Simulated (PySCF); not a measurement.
Mo(NH)(S)(Cl)(SH) (ClH2MoNS2), SMILES [NH]=[Mo](=[S])([SH])[Cl], multiplicity 1.

Geometry optimised at PBE-D3(BJ)/def2-SVP. The multiplicity is an assumed one; no other spin state was optimised. The structure was generated by enumeration; whether it is a known compound was not checked. The def2 effective core potentials stand for the cores of Mo; spin–orbit coupling is left out. Other conformers were not sampled.

Two levels are set side by side: TDA-PBE/def2-SVPD (PySCF) and TDA-M06-2X/def2-SVPD (PySCF). Vertical, same geometry. The lowest singlet is HOMO→LUMO 61 %, HOMO−1→LUMO 22 %, HOMO−1→LUMO+1 10 % with PBE and HOMO−1→LUMO+1 70 % with the other functional; states are paired by order. Differences are taken from unrounded values.

| quantity | TDA-M06-2X |
|---|---|
| lowest singlet excitation (eV) | 2.96 |
| lowest triplet excitation (TDA) (eV) | 2.59 |

Task: What does TDA-PBE give, and how far is it from TDA-M06-2X? (The exact figures need the calculation; the answer reports its results.)

Result: 
```json
[
 {"quantity": "lowest singlet excitation (eV)", "TDA-PBE": "2.95", "TDA-PBE minus TDA-M06-2X": "-0.01"},
 {"quantity": "lowest triplet excitation (TDA) (eV)", "TDA-PBE": "2.52", "TDA-PBE minus TDA-M06-2X": "-0.07"}
]
```

Rough cost on one machine, each run with all the roots and properties that it gave: TDA-M06-2X against TDA-PBE about 8 times.
